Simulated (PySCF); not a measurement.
C5H8P2Si.
Cartesian coordinates in Å at the GFN2-xTB level; atoms count from 1:
```xyz
16
C5H8P2Si angstrom
C     -2.9636   -0.0754   -0.0108
C     -1.4630   -0.0490    0.0893
C     -0.7318   -0.9442   -0.6718
P      0.9870   -1.1519   -0.7712
C      1.6429    0.0295    0.3206
Si     3.5385    0.1136    0.4500
P      0.7731    1.1608    1.3149
C     -0.8958    0.8672    0.9621
H     -3.3807   -0.6149    0.8399
H     -3.3684    0.9347    0.0037
H     -3.2887   -0.5722   -0.9217
H     -1.2907   -1.6198   -1.3120
H      4.1008   -0.8921   -0.4518
H      3.9344   -0.1443    1.8371
H      3.9782    1.4586    0.0685
H     -1.5799    1.5085    1.5094
```

NICS = −σ at a ghost point: NICS(0) at the centroid of the ring atoms, NICS(1) 1 Å to either side along the normal of their mean plane, zz for the tensor component along that normal. Level: GIAO PBE0/pcSseg-1 (PySCF, non-relativistic, gas phase) on the GFN2-xTB geometry, one conformer.

Ring bond lengths (Å), with Mayer bond orders in brackets: C2–C3 1.384 (1.43), C3–P4 1.734 (1.33), P4–C5 1.737 (1.30), C5–P7 1.739 (1.28), P7–C8 1.731 (1.36), C8–C2 1.387 (1.40).

**Question.** Give the NICS values of each ring in ppm.

**Answer.** 
| ring | type | NICS(0) | NICS(1), two faces | NICS(1)zz, two faces | rms pucker (Å) | centre to ring atoms, mean (Å) |
| --- | --- | --- | --- | --- | --- | --- |
| C2–C3–P4–C5–P7–C8 | 6-membered ring with 2 P; formal bonds all aromatic | -5.9 | -9.7 / -9.6 | -23.8 / -23.4 | 0.01 | 1.61 |

**Question.** What do they say, and how far can they be read as aromaticity?

**Answer.** 
- C2–C3–P4–C5–P7–C8: mean NICS(1)zz -23.6 ppm, shielded.

**Question.** How equal are the bonds by HOMA? HOMA = 1 − mean of α(R − Ropt)² over the ring bonds, with Krygowski's 1993 parameters (CC: Ropt 1.388 Å, α 257.7 Å⁻²; CP: Ropt 1.698 Å, α 118.91 Å⁻²).

**Answer.** 
- C2–C3–P4–C5–P7–C8: HOMA 0.89; the largest term is that of C5–P7, α(R − Ropt)² = 0.20.

**Question.** What is the mean of the two in-plane components of NICS at the first NICS(1) probe listed for ring C2–C3–P4–C5–P7–C8, 1 Å off the ring?

**Answer.** The isotropic value is a third of the trace: (3 × -9.7 − (-23.8))/2 = -2.6 ppm.
